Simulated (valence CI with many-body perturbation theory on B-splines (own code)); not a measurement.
## Level structure of Cs32+

Level of theory: relativistic CI+MBPT: five valence electrons over a frozen Dirac-Fock core [Ar], a basis of 7 s, 7 p, 8 d, 6 f, 4 g, 1 h functions for each j, with the one-electron correlation potential Σ1, the two-electron term Σ2, the three-electron term Σ3, Breit, model QED; selected CI, second order for the rest, scaled by the run's own slope (own B-spline code, finite nucleus).

The last digits are not significant, and no measured levels were compared; by estimate large intervals hold to a few tenths of a per cent, small ones and those within an open d or f shell to about a per cent. Among the levels kept, up to 640 cm⁻¹ of a level comes from second order outside the variational space, and about a tenth of that is noise between levels of different J, which matters for small intervals. Only levels of the ground parity were solved; by the run's estimate the other parity begins above the list, which can be wrong where configurations are misplaced.

Levels 1 to 32 of 32, with energies above the lowest level, (3d3/2^4 3d5/2) J=5/2. "Leading %" is the weight of the configuration and term that name the level; weights of strongly mixed levels are sums over their largest components and can fall short, so below about 35 % the name and the second component can differ from the true leading terms, or belong to a minority configuration. In the jj column 3d3/2^4 stands for four electrons in 3d with j = 3/2. Lifetimes count E1, E2, E3, M1 and M2 decay at the calculated energies, and are blank where another channel may lead or the interval is too uncertain; long ones can be off by a factor of two.

| No. | Configuration | Term | J | E (eV) | Leading % | Leading jj | g | Lifetime |
| --- | --- | --- | --- | --- | --- | --- | --- | --- |
| 1 | 3d⁵ | ⁶S | 5/2 | 0.000 | 48 | 3d3/2^4 3d5/2 (60 %) | 1.685 |  |
| 2 | 3d⁵ | ⁶S | 5/2 | 12.022 | 27 | 3d3/2^3 3d5/2^2 (49 %) | 1.176 | 37.8 μs |
| 3 | 3d⁵ | ⁴G | 7/2 | 19.596 | 46 | 3d3/2^3 3d5/2^2 (96 %) | 1.133 | 72.5 μs |
| 4 | 3d⁵ | ⁴D | 3/2 | 20.247 | 42 | 3d3/2^3 3d5/2^2 (93 %) | 1.286 | 18.3 μs |
| 5 | 3d⁵ | ⁴G | 11/2 | 20.670 | 53 | 3d3/2^3 3d5/2^2 (91 %) | 1.157 |  |
| 6 | 3d⁵ | ⁴G | 9/2 | 22.939 | 57 | 3d3/2^3 3d5/2^2 (80 %) | 1.154 | 2.23 ms |
| 7 | 3d⁵ | ⁴D | 5/2 | 23.517 | 37 | 3d3/2^3 3d5/2^2 (64 %) | 1.128 | 43.8 μs |
| 8 | 3d⁵ | ⁴P | 1/2 | 24.730 | 60 | 3d3/2^3 3d5/2^2 (70 %) | 1.879 | 567 μs |
| 9 | 3d⁵ | ²F | 7/2 | 28.543 | 27 | 3d3/2^3 3d5/2^2 (78 %) | 1.151 | 164 μs |
| 10 | 3d⁵ | ²D | 5/2 | 30.500 | 36 | 3d3/2^2 3d5/2^3 (55 %) | 1.212 | 14.5 μs |
| 11 | 3d⁵ | ⁴D | 7/2 | 33.729 | 42 | 3d3/2^2 3d5/2^3 (84 %) | 1.195 | 31.8 μs |
| 12 | 3d⁵ | ²D | 3/2 | 34.358 | 53 | 3d3/2^3 3d5/2^2 (54 %) | 0.829 | 71.2 μs |
| 13 | 3d⁵ | ²I | 11/2 | 34.388 | 58 | 3d3/2^2 3d5/2^3 (92 %) | 1.052 |  |
| 14 | 3d⁵ | ²G | 9/2 | 36.192 | 44 | 3d3/2^2 3d5/2^3 (80 %) | 1.144 | 42.1 μs |
| 15 | 3d⁵ | ⁴D | 1/2 | 36.607 | 74 | 3d3/2^2 3d5/2^3 (91 %) | 0.633 | 22.5 μs |
| 16 | 3d⁵ | ²I | 13/2 | 37.720 | 100 | 3d3/2^2 3d5/2^3 (100 %) | 1.072 | 200 μs |
| 17 | 3d⁵ | ⁴P | 3/2 | 37.792 | 50 | 3d3/2^2 3d5/2^3 (88 %) | 1.174 | 10.3 μs |
| 18 | 3d⁵ | ²F | 5/2 | 39.668 | 39 | 3d3/2^2 3d5/2^3 (83 %) | 1.015 | 18.3 μs |
| 19 | 3d⁵ | ²H | 9/2 | 43.168 | 53 | 3d3/2^2 3d5/2^3 (100 %) | 1.101 | 14.2 μs |
| 20 | 3d⁵ | ²G | 7/2 | 44.786 | 61 | 3d3/2^2 3d5/2^3 (97 %) | 0.989 | 57.6 μs |
| 21 | 3d⁵ | ⁴F | 5/2 | 45.453 | 52 | 3d3/2^2 3d5/2^3 (86 %) | 1.036 | 14.2 μs |
| 22 | 3d⁵ | ²D | 3/2 | 47.935 | 79 | 3d3/2^2 3d5/2^3 (52 %) | 0.773 | 36.9 μs |
| 23 | 3d⁵ | ²F | 7/2 | 49.418 | 53 | 3d3/2^2 3d5/2^3 (75 %) | 1.061 | 20.5 μs |
| 24 | 3d⁵ | ²F | 5/2 | 50.008 | 31 | 3d3/2 3d5/2^4 (75 %) | 1.190 | 6.63 μs |
| 25 | 3d⁵ | ²S | 1/2 | 50.324 | 61 | 3d3/2^2 3d5/2^3 (52 %) | 1.878 | 14.0 μs |
| 26 | 3d⁵ | ²G | 9/2 | 54.069 | 57 | 3d3/2^2 3d5/2^3 (68 %) | 1.103 |  |
| 27 | 3d⁵ | ⁴F | 7/2 | 55.223 | 40 | 3d3/2 3d5/2^4 (92 %) | 1.191 | 9.58 μs |
| 28 | 3d⁵ | ²H | 11/2 | 56.562 | 62 | 3d3/2 3d5/2^4 (97 %) | 1.062 | 10.3 μs |
| 29 | 3d⁵ | ²D | 3/2 | 58.659 | 57 | 3d3/2 3d5/2^4 (78 %) | 0.868 | 7.00 μs |
| 30 | 3d⁵ | ²D | 5/2 | 61.897 | 64 | 3d3/2 3d5/2^4 (76 %) | 1.115 | 9.16 μs |
| 31 | 3d⁵ | ²G | 9/2 | 63.697 | 84 | 3d3/2 3d5/2^4 (65 %) | 1.107 | 14.5 μs |
| 32 | 3d⁵ | ²D | 5/2 | 66.121 | 56 | 3d3/2^2 3d5/2^3 (50 %) | 1.105 | 11.9 μs |

The ionisation energy to 3d⁴ ³P0 of the next ion comes out as 2029 eV (NIST: 2029 ± 4 eV (theoretical)). All 32 levels together are meant to be complete up to 66.283 eV.
